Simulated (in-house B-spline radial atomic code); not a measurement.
# How G0W0 and RPA depend on the start: O4+

Configuration [He] 2s2. Computed with an all-electron radial atomic-structure program (B-spline basis): all electrons, non-relativistic, point nucleus, each spin shell either full or empty, empty states to l = 9 with an (l + 1/2)⁻⁴ tail; G0W0 by contour deformation at full frequency.

```csv
start,mean-field 2s (eV),G0W0 (eV),QP weight,RPA correlation (Eh)
Hartree-Fock,-111.31,-113.35,0.973,-0.19436
LDA VWN5,-102.18,-113.92,0.941,-0.27509
PBE,-102.63,-113.87,0.941,-0.27299
PBE0,-105.08,-113.74,0.953,-0.24257
r2SCAN,-103.12,-113.86,0.946,-0.26193
HSE06,-104.65,-113.76,0.951,-0.24631
B3LYP (VWN-RPA),-104.70,-113.77,0.950,-0.24835
SCAN,-103.16,-113.87,0.946,-0.26248
TPSS,-103.08,?,?,?
BHandHLYP,-107.45,-113.60,0.961,-0.22217
CAM-B3LYP,-106.64,?,?,?
LC-wPBE,-108.18,-113.63,0.961,-0.2236
wB97X,-107.69,-113.59,0.962,-0.22259
PBEsol,-102.29,-113.88,0.942,-0.27266
BLYP,-102.60,-113.86,0.941,-0.27387
r2SCAN0,-105.37,-113.73,0.955,-0.23737
LDA exchange-only,-100.45,-113.84,0.944,-0.27419
```

What G0W0 level, weight and RPA correlation energy follow from the CAM-B3LYP start?

G0W0 level -113.68 eV, weight 0.957, RPA correlation -0.23152 hartree.

What G0W0 level, weight and RPA correlation energy follow from the TPSS start?

G0W0 level -113.84 eV, weight 0.944, RPA correlation -0.26593 hartree.

How much of the dependence on the start does G0W0 remove?

The mean-field levels span 10.9 eV and the G0W0 levels 0.57 eV. Against 113.899 eV (NIST, measured) the G0W0 removal energies are off by -0.55 to +0.02 eV.
